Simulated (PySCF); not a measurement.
NICS in isomers of C7H11N3.

NICS = −σ at a ghost point: NICS(0) at the centroid of the ring atoms, NICS(1) 1 Å to either side along the normal of their mean plane, zz for the tensor component along that normal. Level: GIAO PBE0/pcSseg-1 (PySCF, non-relativistic, gas phase) on the PBE0-D3(BJ)/def2-SVP geometries, one conformer each. Atom numbers follow the mapped SMILES.

Problem. Order these rings by mean NICS(1)zz, lowest (most negative) first (ppm).
A. ring C5–C6–C7–N8–N9–N10 in `[CH3:1][C:2]([CH3:3])([CH3:4])[c:5]1[cH:6][cH:7][n:8][n:9][n:10]1`
B. ring C3–C4–N5–N6–N10 in `[CH2:1]=[CH:2][c:3]1[cH:4][n:5][n:6]([CH2:7][CH2:8][CH3:9])[n:10]1`
C. ring C2–C3–N4–N5–C6–C7 in `[CH3:1][c:2]1[cH:3][n:4][n:5][cH:6][c:7]1[N:8]([CH3:9])[CH3:10]`
D. ring C3–N4–N5–N6–C7 in `[CH2:1]=[CH:2][c:3]1[n:4][n:5][nH:6][c:7]1[CH:8]([CH3:9])[CH3:10]`

Solution. B (-30.9), D (-29.8), A (-27.2), C (-25.5).

```tsv
SMILES	ring	NICS(0)	NICS(1)	NICS(1)zz	HOMA	rms pucker (Å)	ring atoms with four or more neighbours
C=Cc1cnn(CCC)n1	5-membered ring with 3 N; formal bonds all aromatic	-12.0	-12.5	-30.9	0.97	0.00	0
C=Cc1nn[nH]c1C(C)C	5-membered ring with 3 N; formal bonds all aromatic	-11.6	-12.2	-29.8	0.94	0.00	0
CC(C)(C)c1ccnnn1	6-membered ring with 3 N; formal bonds all aromatic	-4.4	-11.6	-27.2	1.00	0.00	0
Cc1cnncc1N(C)C	6-membered ring with 2 N; formal bonds all aromatic	-6.1	-10.9	-25.5	0.96	0.01	0
```

NICS(0) gives another order. The isotropic NICS(1) gives the same order. Over the 4 rings with a HOMA value its correlation coefficient with NICS(1)zz is 0.19. HOMA uses Krygowski's 1993 parameters. NICS(1) and NICS(1)zz are means over the two faces.
